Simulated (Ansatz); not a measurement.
# SiNH4O2 (SMILES N[Si](O)O): the energy to break a bond

The species is SiNH4O2 (8 atoms), meant as a doublet with charge 0. As SMILES, `N[Si](O)O`. The shape was relaxed beforehand at PBE0/def2-SVP. This is one conformer, not always the lowest.

```csv
atom,x (Å),y (Å),z (Å)
N,-0.5021,1.2769,0.1282
Si,0.0960,-0.2439,-0.3827
O,1.6593,-0.2895,0.2096
O,-0.9674,-1.3479,0.2862
H,0.0707,2.1094,0.0659
H,-1.4941,1.4787,0.1116
H,2.2554,-0.8592,-0.2853
H,-1.0257,-2.1818,-0.1892
```

Wanted: the dissociation energy of the O4–Si2 bond into doublet OH and singlet SiNH3O (shapes relaxed at PBE0/def2-SVP, no zero-point term). 1 Eh = 2625.50 kJ/mol = 27.2114 eV. Totals in Eh; open shells run unrestricted unless said.

| level | program | SiNH4O2 | doublet OH | singlet SiNH3O |
| --- | --- | --- | --- | --- |
| USVWN5/def2-SVP | Ansatz | -494.228121 | -75.097341 | -418.976971 |
| UBLYP/def2-SVP | Ansatz | -496.859446 | -75.651082 | -421.090237 |
| UPBE/def2-SVP | Ansatz | -496.536438 | -75.581372 | -420.827529 |

Q: Work out the dissociation energy at each level.

A: 
1. USVWN5/def2-SVP: (-75.097341) + (-418.976971) − (-494.228121) = 0.153809 Eh = 403.8 kJ/mol = 4.19 eV.
2. UBLYP/def2-SVP: (-75.651082) + (-421.090237) − (-496.859446) = 0.118127 Eh = 310.1 kJ/mol = 3.21 eV.
3. UPBE/def2-SVP: (-75.581372) + (-420.827529) − (-496.536438) = 0.127537 Eh = 334.8 kJ/mol = 3.47 eV.

The levels span 310 to 404 kJ/mol; no measured value is set beside them. A fragment with an even electron count was run as a singlet and may have a lower triplet. A bond enthalpy at 298 K also holds the loss of zero-point energy and thermal terms.
